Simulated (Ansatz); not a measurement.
Start from `F[SiH2]N[Si](F)(Cl)Cl` and change one atom or group to get `O=C=N[Si](F)(Cl)Cl`.

Ansatz, PBE0-D4/def2-TZVP geometries, multiplicity 1. Each molecule was computed in one conformer, which needn't be the lowest.

| property | `F[SiH2]N[Si](F)(Cl)Cl` |
| --- | --- |
| LUMO energy (ωB97M-V/def2-TZVPP) / eV | 1.73 |
| HOMO energy (PBE0/def2-TZVPP) / eV | -8.89 |
| size of the dipole moment (B3LYP/def2-TZVPP) / D | 2.17 |
| HOMO energy (ωB97M-V/def2-TZVPP) / eV | -11.19 |
| HOMO–LUMO gap (B3LYP/def2-TZVPP) / eV | 8.42 |
| HOMO energy (B3LYP/def2-TZVPP) / eV | -8.60 |

Q: Give the same properties after the change, and the shifts. (Best estimate.)

A: Computed: 
```json
{"property": "LUMO energy (ωB97M-V/def2-TZVPP) / eV", "`O=C=N[Si](F)(Cl)Cl`": "1.85", "shift": "0.12"}
{"property": "HOMO energy (PBE0/def2-TZVPP) / eV", "`O=C=N[Si](F)(Cl)Cl`": "-9.43", "shift": "-0.54"}
{"property": "size of the dipole moment (B3LYP/def2-TZVPP) / D", "`O=C=N[Si](F)(Cl)Cl`": "0.46", "shift": "-1.71"}
{"property": "HOMO energy (ωB97M-V/def2-TZVPP) / eV", "`O=C=N[Si](F)(Cl)Cl`": "-11.64", "shift": "-0.45"}
{"property": "HOMO–LUMO gap (B3LYP/def2-TZVPP) / eV", "`O=C=N[Si](F)(Cl)Cl`": "8.58", "shift": "0.16"}
{"property": "HOMO energy (B3LYP/def2-TZVPP) / eV", "`O=C=N[Si](F)(Cl)Cl`": "-9.15", "shift": "-0.55"}
```

With PBE0 the HOMO falls by 0.54 eV and the LUMO falls by 0.43 eV, so the gap widens by about 0.11 eV. PBE moves the HOMO by -0.55 eV and ωB97M-V by -0.45 eV. The zero-point energy changes by -60.8 kJ/mol with -9 modes. Dipoles are sizes alone; their direction can turn.

B3LYP here is the variant with VWN-RPA as its local correlation; programs differ in this.
